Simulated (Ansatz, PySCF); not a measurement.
C₃H₄BF. Atoms are numbered in the order given.

```xyz
9

B      0.3593     0.2438     0.1101
C     -0.9740    -0.3793    -0.3369
C     -2.0254    -0.9196    -0.6741
H     -2.9550    -1.3847    -0.9761
F      0.5563     1.5441    -0.1660
C      1.4783    -0.5811     0.8344
H      2.2814     0.0544     1.2551
H      1.9384    -1.2746     0.0949
H      1.0585    -1.2314     1.6290
```
Charge 0, spin multiplicity 1.

Geometry: PBE-D3(BJ)/def2-SVP.

Vertical ionisation energy (IE) and electron affinity (EA) in eV. Rows of orbital energies are one-electron estimates. Where ΔSCF, EOM or ADC give a negative EA the extra electron is unbound and the value depends on the basis.

```tsv
level	IE	EA
−ε(HOMO), −ε(LUMO), PBE/def2-TZVP (PySCF)	[?]	[?]
ΔSCF, PBE0/def2-SVPD (Ansatz), final states of multiplicity 2 and 2	10.77	-0.37
```

Q: Some entries are withheld; supply them. (Estimate from the structure and the level; the computed values follow.)

A: 
- −ε(HOMO), −ε(LUMO), PBE/def2-TZVP (PySCF), IE: 7.09
- −ε(HOMO), −ε(LUMO), PBE/def2-TZVP (PySCF), EA: 2.46

Q: What vertical singlet–triplet gap does ΔSCF give with PBE0/def2-SVPD (Ansatz, a quantum-chemistry and plane-wave program)? (An estimate is asked for; the answer gives what the named calculation found.)

A: 4.33 eV (triplet above singlet where positive).
